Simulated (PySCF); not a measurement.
Computed spin Hamiltonian

C7H11S (doublet state).
Geometry (GFN2-xTB, Å), atoms numbered from 1 in this order:
```xyz
19
C7H11S angstrom
C      3.1703    0.0042    0.1788
S      2.0494   -0.1604   -1.2374
C      0.6389    0.8411   -0.6517
C     -0.2081    0.1001    0.3608
C     -0.8914   -1.2251   -0.0797
C     -2.2590   -0.6612    0.2748
C     -2.5082    0.6073   -0.5329
C     -1.6032    0.6308    0.6313
H      4.0751   -0.5370   -0.0765
H      3.3974    1.0546    0.3393
H      2.7186   -0.4316    1.0649
H      0.0684    1.0696   -1.5506
H      1.0344    1.7691   -0.2372
H      0.3530   -0.0439    1.2857
H     -0.7612   -1.4324   -1.1422
H     -0.5945   -2.0905    0.5071
H     -3.0603   -1.2204    0.7231
H     -2.1453    0.6897   -1.5509
H     -3.4840    1.0453   -0.3839
```

The hyperfine couplings belong to this conformer and change with its torsions.

The species is `CSC[C@@H]1C[C@@H]2C[C]12` [radical].

The calculation used PySCF 2.14.0, UKS B3LYP, pcH-1 on C H S, non-relativistic, mean-field spin-orbit, GIAO. One conformer (not necessarily the lowest) at the GFN2-xTB geometry, without solvent, vibrations or thermal averaging. The geometry wasn't refined by DFT: couplings that depend on bond lengths, twists or pyramidal angles can differ widely from those at the functional's own minimum. Stability of the SCF solution: not tested.

* g1, g2, g3: 2.00225, 2.00333, 2.00359
* g_iso: 2.00306
* Form of g: rhombic: the two nearest values differ by 19 % of g3 − g1
* ⟨S²⟩: 0.7525 (exact 0.7500)
* HOMO–LUMO gap, α and β orbitals: 6.54, 3.95 eV
* Basis functions: 320

Isotropic coupling and dipolar principal values T1 to T3, in MHz:

```tsv
atom	isotope	a_iso	of which spin–orbit	T1	T2	T3	Mulliken spin population
C1	13C	-0.1	0.0	-0.2	-0.1	0.3	0.00
S2	33S	0.0	0.0	-0.7	-0.6	1.2	0.00
C3	13C	0.5	0.0	-1.0	-0.7	1.7	0.00
C4	13C	3.2	0.0	-8.4	-6.4	14.8	0.00
C5	13C	37.6	0.0	-5.2	-3.8	9.0	0.04
C6	13C	-9.8	0.0	-10.5	-7.4	18.0	0.04
C7	13C	-2.2	0.0	-7.1	-3.3	10.4	0.01
C8	13C	386.6	0.0	-65.9	-63.1	128.9	0.85
H9	1H	0.5	0.0	-0.4	-0.4	0.8	0.00
H10	1H	0.0	0.0	-0.6	-0.5	1.1	0.00
H11	1H	0.7	0.0	-0.8	-0.8	1.6	0.00
H12	1H	-0.7	0.0	-2.6	-2.3	4.9	0.00
H13	1H	0.3	0.0	-2.4	-2.0	4.4	0.00
H14	1H	30.5	0.0	-6.3	-5.5	11.8	0.01
H15	1H	36.6	0.0	-3.5	-1.1	4.5	0.02
H16	1H	-0.1	0.0	-3.6	-1.8	5.3	0.00
H17	1H	31.3	0.0	-6.0	-4.6	10.6	0.01
H18	1H	4.0	0.0	-5.7	-2.2	7.9	0.00
H19	1H	41.8	0.0	-6.1	-4.6	10.8	0.01
```

The largest Mulliken spin population is on C8 (+0.85). The angles at C8 add up to 269.9°, so it is pyramidal.

Under fast tumbling the dipolar parts average out, and these isotropic splittings remain: 1 × 1H (H19, I = 1/2, 2 lines) with 1.49 mT, 1 × 1H (H15, I = 1/2, 2 lines) with 1.31 mT, 1 × 1H (H17, I = 1/2, 2 lines) with 1.12 mT, 1 × 1H (H14, I = 1/2, 2 lines) with 1.09 mT and 1 × 1H (H18, I = 1/2, 2 lines) with 0.14 mT.

The 13C coupling of C8 (386.6 MHz) shows only in satellite lines or after enrichment, since that isotope makes up about 1.07 % of natural carbon.
